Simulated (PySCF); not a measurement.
# Reading the logs of faulty runs: BH3NOSi cation

Calculated results; nothing here was measured. They come from PySCF 2.14.0, an open-source quantum chemistry program, on an isolated molecule that a program drew, which may never have been made. The molecule is BH3NOSi cation (charge +1, singlet), drawn as the SMILES string `[BH+]N=[SiH]O`.

Each row is a Hartree-Fock (HF) and frozen-core CCSD(T) single point in the cc-pV(D+d)Z basis, meant for a local HF minimum. Run 1 is clean. Each other run has one planted mistake out of seven kinds, and not every kind appears here: one electron removed, one electron added, multiplicity raised by two, geometry at a saddle point, minimal basis STO-3G, one bond length entered in bohr, all coordinates scaled. The reference is restricted for singlets and unrestricted otherwise, and also for a bond in bohr. Adding or removing an electron swaps singlet and doublet. Electrons count all cores. HOMO and LUMO are orbital energies over both spins, the gradient is its largest component, and the lowest frequency (negative if imaginary) is given only where the gradient is small. Bond lengths are over the 6 bonds as drawn. T1 is the CCSD diagnostic: over 0.02 (restricted) or 0.045 (unrestricted) a single reference is doubtful.

Geometry of the clean run:
```xyz
7
BH3NOSi cation, angstrom
B     1.6681    2.1179   -0.1157
N     1.2183    1.0151    0.3228
Si    0.7826   -0.4402    0.8529
O    -0.6537   -0.7929    1.3768
H     2.0748    3.1373   -0.5182
H     1.6878   -1.5677    0.8941
H    -1.4257   -0.2431    1.4560
```

```
run,electrons,basis functions,<S^2>,HOMO (eV),LUMO (eV),gradient (hartree/bohr),lowest frequency (cm^-1),mean bond (Å),longest bond (Å),T1,HF (hartree),CCSD(T) (hartree),mistake
1,36,80,0.000,-18.12,-3.77,2.5e-05,130,1.3356,1.609,0.0167,-444.52013,-445.04910,no fault
2,36,80,2.034,-11.24,-7.79,1.0e-01,-,1.3356,1.609,0.0239,-444.32207,-444.82715,multiplicity raised by two
3,37,80,0.817,-5.12,3.28,6.0e-02,-,1.3356,1.609,0.0206,-444.68232,-445.23315,one electron added
4,35,80,0.757,-25.99,-14.33,1.1e-01,-,1.3356,1.609,0.0249,-443.93302,-444.41375,?
5,36,27,0.000,-15.98,-1.26,6.6e-02,-,1.3356,1.609,0.0276,-439.15911,-439.38571,?
```

**Which mistake was planted in run 4, and what did it cost?**

It counts 35 electrons, one fewer than the clean run, at the same geometry and basis. So the mistake is: one electron removed. Subtracting run 1 and multiplying by 627.51 kcal/mol a hartree, the energy moved by 368.4 kcal/mol in HF and 398.7 kcal/mol in CCSD(T).

**Which mistake was planted in run 5, and what did it cost?**

It has 27 basis functions where the clean run has 80, with the same electrons and geometry. So the mistake is: minimal basis STO-3G. Subtracting run 1 and multiplying by 627.51 kcal/mol a hartree, the energy moved by 3364.1 kcal/mol in HF and 3553.8 kcal/mol in CCSD(T).

Cautions from the logs. Run 5: T1 is over the limit, so its CCSD(T) energy is less reliable.
